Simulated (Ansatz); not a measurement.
Basis-set extrapolation for C2H6BClS, SMILES `CB(S)CCl` (PBE0-D4/def2-TZVP geometry, frozen core, Ansatz). Multiplicity 1, RHF reference.

```json
{"": "HF", "def2-TZVPP": "-961.051544", "def2-QZVPP": "-961.080025"}
{"": "MP2 correlation", "def2-TZVPP": "-0.818446", "def2-QZVPP": "-0.882334"}
{"": "CCSD(T) correlation", "def2-TZVPP": "-0.918229", "def2-QZVPP": "not run"}
```

Energies in hartree. Use E(X) = E(∞) + A·exp(−7.88·√X) for Hartree–Fock and E(X) = E(∞) + B·X^(−2.97) for correlation, with X = 3 and 4, and add CCSD(T) minus MP2 of the smaller set to the MP2 limit.

What is the CCSD(T) energy at the basis-set limit?

HF limit: -961.080025 + (-0.028481) × 0.13774 = -961.08395. MP2 limit: -0.882334 + (-0.063888) × 0.74074 = -0.92966. Higher-order term: -0.918229 − (-0.818446) = -0.09978. Total: -962.11339 hartree, 3.91 eV below CCSD(T)/def2-TZVPP.
